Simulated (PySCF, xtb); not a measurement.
C₅H₄F₂O, SMILES C=C=C1CC(F)(F)O1.

GFN2-xTB (xtb 6.7.1) at its own geometry gives an orbital gap of 4.46 eV and a dipole moment of 4.47 D.

The structure is a stationary point at B3LYP-D3(BJ)/def2-SVP. This is a generated structure with no PubChem entry under its InChIKey; it may be hypothetical.

What does PySCF with PBE/def2-TZVP give? (The exact figures need the calculation; the answer reports its results.)

gap 4.08 eV (levels -5.91 and -1.83 eV), dipole 2.70 D.
